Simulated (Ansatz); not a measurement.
Consider the redistribution: `CNBCN` + `NBCBr` → `NBCN` + `CNBCBr`.

Program: Ansatz. Geometries: PBE0-D4/def2-TZVP. ΔE: electronic, gas phase. CCSD(T)/CBS adds triple-zeta CCSD(T) − MP2 to the extrapolated MP2 energy (def2 sets, frozen cores). DFT in def2-TZVPP. B3LYP here is the variant with VWN-RPA as its local correlation; programs differ in this. For Br outer-core shells are correlated without core-valence functions, which leaves a few kJ/mol of doubt a bond. Scalar relativity is left out up to krypton. One conformer a species, not always the lowest.

Is it downhill or uphill in electronic energy at CCSD(T)/CBS, and by how much? (Best estimate.)

Ansatz gave: Uphill: ΔE = +10.3 kJ/mol.

What do these levels give: PBE-D4, PBE0-D4, B3LYP-D4, B2PLYP, PBE, PBE0, MP2/def2-TZVPP, CCSD/def2-TZVPP, CCSD(T)/def2-TZVPP, HF/CBS(def2), MP2/CBS(def2), CCSD/CBS(def2)? (Estimate.)

The calculation gave: PBE-D4 11.6, PBE0-D4 11.4, B3LYP-D4 10.1, B2PLYP 11.0, PBE 12.9, PBE0 12.6, MP2/def2-TZVPP 9.4, CCSD/def2-TZVPP 9.5, CCSD(T)/def2-TZVPP 9.5, HF/CBS(def2) 9.9, MP2/CBS(def2) 10.3, CCSD/CBS(def2) 10.4 kJ/mol.

Largest T1 diagnostic among the species: 0.011.
